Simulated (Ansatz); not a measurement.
F3ISn (SMILES [F][Sn]([F])([F])[I]), singlet, geometry from GFN2-xTB (such geometries of metal compounds can be far from the true shape) (core potentials on I, Sn); Ansatz (an electronic-structure program) with HF/def2-QZVPP.

Here is a job for Ansatz.
Ansatz 0.2 input:
```yaml
crystal:
  periodic: [false, false, false]
  atoms:
    - {symbol: F, position_ang: [-1.68242038, -1.51054704, -1.02095574]}
    - {symbol: Sn, position_ang: [-0.92606513, 0.02234696, -0.04573178]}
    - {symbol: F, position_ang: [-1.78151421, 0.00549436, 1.72650462]}
    - {symbol: F, position_ang: [-1.60989843, 1.62748979, -0.95610948]}
    - {symbol: I, position_ang: [1.73524064, -0.04187325, 0.08569122]}
basis:
  gaussian:
    orbitals: def2-QZVPP.json
hamiltonian:
  xc: hf
```
The basis file holds def2-QZVPP in the JSON format of the Basis Set Exchange.

### Question
Write the output that Ansatz gives for this input, abridged.

### Answer

```
Functional definition: HF
1826 factors; their error is unknown
mean field evaluation 1: about -21998.2157 eV, gradient 5.2e1 eV
mean field evaluation 2: about -22000.4657 eV, gradient 4.4e1 eV
mean field evaluation 4: about -22002.9117 eV, gradient 1.0e0 eV
mean field evaluation 8: about -22003.3854 eV, gradient 1.0e-1 eV
mean field -22003.38541732 eV, -808.6094996563 hartree, gradient 3.3e-5 eV, S^2 0.000000; 0 other end points of the search recorded, 0 dependent functions left out
reference -22003.38541732 eV, -808.6094996563 hartree; 37, 37 occupied and 298, 298 virtual orbitals, 1826 factors
Total energy: -22003.38541732 eV, -808.6094996563 hartree
```
